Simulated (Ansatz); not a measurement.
Born–Oppenheimer molecular dynamics of ClGaH₄N₂ (8 atoms, charge 0, multiplicity 1). It starts from a relaxed structure.

Level of theory: RKS PBE-D4/def2-SVP (Ansatz 0.2.0).

- ensemble: NVE (velocity Verlet)
- time step: 2.5 fs
- steps asked: 40
- starting velocities drawn for: 1000 K
- seed: 719336

First frame:

```xyz
8
Properties=species:S:1:pos:R:3
Ga -0.107 0.078 0.064
N 0.003 -0.266 1.852
H -0.803 -0.079 2.454
H 0.872 -0.027 2.334
Cl 1.750 0.438 -1.000
N -1.653 0.144 -0.904
H -2.474 -0.367 -0.573
H -1.579 0.078 -1.922
```

**Question.** What does the run give?

**Answer.** All steps were run.

```json
{
 "steps done": "40",
 "time covered": "100 fs",
 "mean temperature over the second half": "123112 K",
 "spread of the potential energy over the second half": "121.9 meV per atom",
 "mean potential energy of the second half above the start": "1950.8 meV per atom"
}
```

The conserved energy changed by up to 14000 meV per atom, so the integration failed: the time step of 2.5 fs is too long for the fastest motions that this run met, and the later frames carry no physical meaning.

**Question.** What happens to the structure?

**Answer.** Parted: Ga1–N2 1.82 → 4.25 Å, Ga1–N6 1.83 → 4.13 Å, N2–H3 1.02 → 11.40 Å, N2–H4 1.02 → 46.66 Å, N6–H7 1.02 → 5.83 Å, N6–H8 1.02 → 80.22 Å. Joined: N2–N6 3.24 → 1.16 Å. It ends as ClGa + H + H + H + H + N2. Pairs count as bonded within 1.25 times the sum of covalent radii (0.12 Å more for H–H). This is one draw of velocities; another would differ in detail.

**Question.** How do temperature and energy run in time?

**Answer.** 
```csv
time (fs),T (K),potential energy less start (eV),conserved less start (meV/atom)
0,1000,0.000,0.00
7.5,484,2.844,305.45
15,4817,3.746,838.34
22.5,18854,6.987,2604.26
30,18304,8.829,2781.13
37.5,117981,13.461,13023.39
45,118917,12.867,13039.88
52.5,119732,12.609,13086.55
60,122673,16.846,13901.26
67.5,124019,15.630,13879.83
75,123386,16.232,13893.93
82.5,124038,15.707,13891.48
90,123606,16.049,13892.64
97.5,124121,15.634,13890.65
```

Time of the run: 4.2 min on 2 threads of Intel(R) Xeon(R) Platinum 8259CL CPU @ 2.50GHz (Skylake/Cascade Lake), on a shared host, peak memory 0.24 GiB.
